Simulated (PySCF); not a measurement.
**Solvent effects on NMR parameters**

Atoms are numbered as in `[CH2:1]=[CH:2][CH2:3][CH2:4][CH2:5][CH2:6][CH3:7]`. Each H is labelled by its parent atom. Ha(C1) is cis to C3; Hb(C1) is trans to C3.

GIAO PBE0/pcSseg-1 in PySCF 2.14 on one PBE0-D3(BJ)/def2-SVP conformer, non-relativistic, equivalent nuclei averaged. Solvents enter as an IEF-PCM continuum (chloroform with ε = 4.7, acetonitrile with ε = 35.7) around the gas-phase geometry. Shifts are referred to TMS computed in the same medium.

In chloroform, δ in ppm: C2 151.3, C1 122.0, C3 40.5, C5 36.8, C4 35.2, C6 27.4, C7 16.9, H(C2) 6.18, Ha(C1) 5.39, Hb(C1) 5.26, H(C3) 2.00, H(C6) 1.21, H(C4) 1.16, H(C5) 1.09. Dipole moment 0.54 D.

Question: How does each δ change in the more polar medium?

Answer: 
```csv
atoms,environment,"Δδ, acetonitrile"
C2,alkene CH,+0.9
C1,terminal =CH2 carbon,+0.1
C3,allylic sp3 CH2,+0.1
C5,sp3 CH2,+0.1
C4,sp3 CH2,+0.2
C6,sp3 CH2,+0.2
C7,methyl carbon,+0.1
H(C2),hydrogen on an alkene CH,+0.06
Ha(C1),hydrogen on a terminal =CH2 carbon,+0.03
Hb(C1),hydrogen on a terminal =CH2 carbon,+0.02
H(C3),hydrogen on an allylic sp3 CH2,+0.02
H(C6),hydrogen on an sp3 CH2,0.00
H(C4),hydrogen on an sp3 CH2,0.00
H(C5),hydrogen on an sp3 CH2,+0.01
```

Changes are relative to chloroform. The dipole moment becomes 0.58 D in acetonitrile.

Question: Which nuclei move most (in ppm), and what does the model miss?

Answer: C2 (alkene CH, +0.9 ppm) in acetonitrile. A continuum only polarises the solute; specific hydrogen bonds, the anisotropy of aromatic solvents and changes of geometry or conformer are outside it.
